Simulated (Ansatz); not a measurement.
Caution, from a PySCF single point (PBE0-D3(BJ)/def2-TZVPD) at this geometry: the highest occupied level lies above zero, so the state may not be bound. Caution, from a PySCF single point (PBE0-D3(BJ)/def2-TZVPD) at this geometry: the restricted solution is unstable towards spin-unrestricted or complex orbitals, so a lower solution exists and this singlet may not be the ground state. This singlet is an excited state, 0.26 eV above the relaxed triplet at the level frozen-core CCSD(T)/aug-cc-pVTZ // PBE0-D3(BJ)/def2-TZVPD (Ansatz, an electronic-structure program).

A geometry relaxed with PBE0-D3(BJ)/def2-TZVPD in Ansatz, charge -1, multiplicity 1:

```xyz
6

H     -0.9452    -0.8182     1.2451
H     -0.8989    -0.7399    -1.1228
H      2.2371    -0.2542     0.0537
B      1.4551     0.5723    -0.4143
H     -1.4161     1.1910     0.1552
Si    -0.4320     0.0491     0.0831
```

Q: Write the SMILES of this molecule.

A: `[BH-][SiH3]`
